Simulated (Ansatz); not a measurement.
BH3 (SMILES B), charge 0, multiplicity 1, relaxed at each level with Ansatz (an electronic-structure program); harmonic frequencies from differences of analytic forces, average atomic masses, frozen cores.

```csv
level,harmonic frequencies (cm⁻¹),ZPE (eV),cost over HF/def2-TZVPP (rough)
HF/def2-TZVPP,1223 1293 1293 2639 2757 2757,0.742,×1
r2SCAN/def2-TZVPP,1156 1196 1196 2554 2694 2694,0.712,×2
B3LYP/def2-TZVPP,1164 1206 1206 2565 2696 2696,0.715,×1
PBE0/def2-TZVPP,1148 1192 1192 2556 2696 2696,0.712,×1
wB97X-V/def2-TZVPP,1158 1208 1208 2566 2701 2701,0.716,×3
CCSD(T)/cc-pVQZ,1160 1221 1221 2568 2703 2703,0.718,×100
```

Measured: fundamentals as far as tabulated 1148, 2602, 1197 cm⁻¹ [NIST CCCBDB]. Measured modes stand in the spectroscopists' order.
